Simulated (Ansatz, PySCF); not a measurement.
Species: sum formula BNH3, net charge 0, doublet state. It need not be the lowest isomer of its formula. 
Structure (B3LYP-D3(BJ)/def2-TZVP (Ansatz, a quantum-chemistry and plane-wave program) minimum search):
SMILES: N[BH]
```xyz
5

B     -0.8557    -0.0049    -0.0224
N      0.5158    -0.1008     0.0086
H     -1.4780     1.0104     0.0090
H      1.1355     0.6983     0.0620
H      1.0102    -0.9785    -0.0196
```
Charge 0, spin multiplicity 2.

Dipole moments at this geometry, in debye (magnitudes).

```
level                program  dipole (D)
-------------------  -------  ----------
SVWN5/def2-TZVPD      Ansatz        2.38
PBE/def2-TZVPD        Ansatz        2.32
r2SCAN/def2-TZVPD      PySCF        2.27
BHLYP/def2-TZVPD      Ansatz        2.13
TPSSh/def2-TZVPD       PySCF        2.27
r2SCANh/def2-TZVPD    Ansatz        2.25
r2SCAN0/def2-TZVPD    Ansatz        2.21
MN15/def2-TZVPD        PySCF        2.24
CCSD(T)/aug-cc-pVDZ   Ansatz        2.27
```
